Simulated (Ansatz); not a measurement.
C3H6BF, SMILES `FC1BCC1`, relaxed with RKS PBE-D4/def2-SVP in Ansatz from a rough embedded geometry. The force threshold is 0.03 eV/Å; the program also tests the step.

Charge 0, multiplicity 1.

Start:

```xyz
11

F     1.033   -0.325   -1.788
C     0.802   -0.506   -0.488
B    -0.684   -1.057   -0.246
C    -0.924    0.366    0.547
C     0.505    0.818    0.177
H     1.582   -1.123    0.025
H    -1.326   -2.037   -0.395
H    -1.111    0.271    1.603
H    -1.611    0.971   -0.031
H     0.584    1.668   -0.508
H     1.150    0.953    1.104
```

Problem. By how much does the energy fall, and how many steps does the optimiser take? (Estimate.)

Solution. Ansatz gave: 75.55 kJ/mol, in 17 steps, 1 of them rejected.

Problem. Which bonds change most? (An estimate is asked.)

Solution. Computed: C2–C5 from 1.511 to 1.595 Å; B3–C4 from 1.647 to 1.567 Å; C2–B3 from 1.603 to 1.553 Å.

Problem. Give the relaxed structure. (Estimate.)

Solution. Ansatz gave: 
```xyz
11

F     1.627   -0.877   -1.474
C     0.878   -0.706   -0.335
B    -0.670   -0.834   -0.346
C    -0.911    0.222    0.786
C     0.320    0.757   -0.032
H     1.452   -1.034    0.555
H    -1.357   -1.019   -1.331
H    -0.585   -0.018    1.815
H    -1.834    0.827    0.789
H     0.046    1.294   -0.962
H     1.032    1.388    0.535
```
